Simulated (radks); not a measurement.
The numbers below are computed, except where a source is named.
Problem. Ionisation of Cd3+, [Kr] 4d9, to Cd4+, [Kr] 4d8, under several functionals. Non-relativistic Kohn-Sham, spin-polarised, spherical densities, point nucleus; open shells are filled with parallel spins first (spin-orbit coupling, left out, can overturn this in heavy ions); a radial shooting solver on a logarithmic mesh with Libxc functionals. Known Delta-SCF values: exchange-only PBE 52.640 eV; BP86 54.114 eV; exchange-only LDA 52.451 eV. What does TASK exchange with Perdew-Wang LDA correlation give, and what is its highest occupied eigenvalue?

Solution. 54.245 eV by Delta-SCF; the 4d eigenvalue is -46.261 eV. NIST: 51 eV (theoretical).

Beside tabulated values, note that relativity, absent from the non-relativistic runs, is large for the heavy elements.
